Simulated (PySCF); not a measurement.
## A survey of 15N NMR shifts

Single conformer, equivalent nuclei averaged, non-relativistic Hamiltonian, no solvent. PBE0/pcSseg-1 with gauge-including orbitals; geometry: GFN2-xTB; PySCF 2.14.

Shieldings were converted by a linear fit to measured shifts: 15N (scatter 6.3 ppm rms vs CH3NO2, solution or neat liquid). Occasional misses reach two or three times the rms, and more in compound classes unlike the fitted ones.

Task: Give the 15N shifts of `CCn1nncc1C(C)=O`, `CCn1cc(C(C)=O)nn1`, `CC(C)n1nncc1C=O`, `CCCn1cc(C=O)nn1`.

Result: 
```tsv
compound	environment	δ (ppm)
[CH3:1][CH2:2][n:3]1[n:4][n:5][cH:6][c:7]1[C:8]([CH3:9])=[O:10]	N4: pyridine-type nitrogen of an azole	-12.4
[CH3:1][CH2:2][n:3]1[n:4][n:5][cH:6][c:7]1[C:8]([CH3:9])=[O:10]	N5: pyridine-type nitrogen of an azole	-41.3
[CH3:1][CH2:2][n:3]1[n:4][n:5][cH:6][c:7]1[C:8]([CH3:9])=[O:10]	N3: pyrrole-type ring nitrogen	-136.3
[CH3:1][CH2:2][n:3]1[cH:4][c:5]([C:6]([CH3:7])=[O:8])[n:9][n:10]1	N10: pyridine-type nitrogen of an azole	-23.4
[CH3:1][CH2:2][n:3]1[cH:4][c:5]([C:6]([CH3:7])=[O:8])[n:9][n:10]1	N9: pyridine-type nitrogen of an azole	-34.5
[CH3:1][CH2:2][n:3]1[cH:4][c:5]([C:6]([CH3:7])=[O:8])[n:9][n:10]1	N3: pyrrole-type ring nitrogen	-138.2
[CH3:1][CH:2]([CH3:3])[n:4]1[n:5][n:6][cH:7][c:8]1[CH:9]=[O:10]	N5: pyridine-type nitrogen of an azole	-14.7
[CH3:1][CH:2]([CH3:3])[n:4]1[n:5][n:6][cH:7][c:8]1[CH:9]=[O:10]	N6: pyridine-type nitrogen of an azole	-40.7
[CH3:1][CH:2]([CH3:3])[n:4]1[n:5][n:6][cH:7][c:8]1[CH:9]=[O:10]	N4: pyrrole-type ring nitrogen	-129.7
[CH3:1][CH2:2][CH2:3][n:4]1[cH:5][c:6]([CH:7]=[O:8])[n:9][n:10]1	N10: pyridine-type nitrogen of an azole	-22.9
[CH3:1][CH2:2][CH2:3][n:4]1[cH:5][c:6]([CH:7]=[O:8])[n:9][n:10]1	N9: pyridine-type nitrogen of an azole	-23.8
[CH3:1][CH2:2][CH2:3][n:4]1[cH:5][c:6]([CH:7]=[O:8])[n:9][n:10]1	N4: pyrrole-type ring nitrogen	-143.6
```
